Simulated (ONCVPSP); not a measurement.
**Building the ONCV potential for Pb (PBE, scalar-relativistic).**

Pb, optimised norm-conserving Vanderbilt (ONCV), made with ONCVPSP 4.0.1 (PBE, scalar-relativistic). Core [Xe] 4f14 5d10, reference 6s2 6p2. Waves: 6s: rc 1.90 bohr, ncon 3, nbas 6, qcut 3.2 1/bohr, 2 projectors, debl 3.3 Ha; 6p: rc 2.25 bohr, ncon 4, nbas 7, qcut 4 1/bohr, 3 projectors, debl 2 Ha. Local part: polynomial inside 1.55 bohr (lpopt 1, dvloc0 0 Ha). Core correction: none.

All-electron outer shells of the reference configuration (PBE, scalar-relativistic, ld1.x):

```
shell  level (eV)  outermost node (bohr)  outermost maximum (bohr)
   5p      -85.83                   0.49                      0.88
   5d      -21.18                   0.52                      1.07
   6s      -12.04                   1.01                      1.95
   6p       -3.50                   1.18                      2.67
```

(1) Estimate the cutoffs (Ha) at which the residual kinetic energy of the hardest occupied pseudo-wave falls to 1 and 0.1 mHa per electron.

(2) What does a ghost test show?

(3) Which valence shell sets the plane-wave cutoff?

(4) Tests: 6s2 6p1; 6s2 6p0; 6s1 6p0; 6s2 6p1.5. Which has the largest error in its energy relative to the reference configuration, and how large is it?

Answers

(1) 10 Ha and 23 Ha. The cutoffs count occupied waves only; projector 3 of the p channel, the hardest unoccupied one, needs 45 Ha at the loose tolerance.

(2) Ghosts flagged at negative energy: p at -70.5 eV; GHOST(+) flagged for s at 38.0 eV. A true bound ghost makes a file unfit for plane-wave use.

(3) 6s: 10 Ha for 1 mHa per electron, against 5 Ha for 6p.

(4) 6s1 6p0, with +167 meV (all-electron minus pseudo) on +52.43 eV.
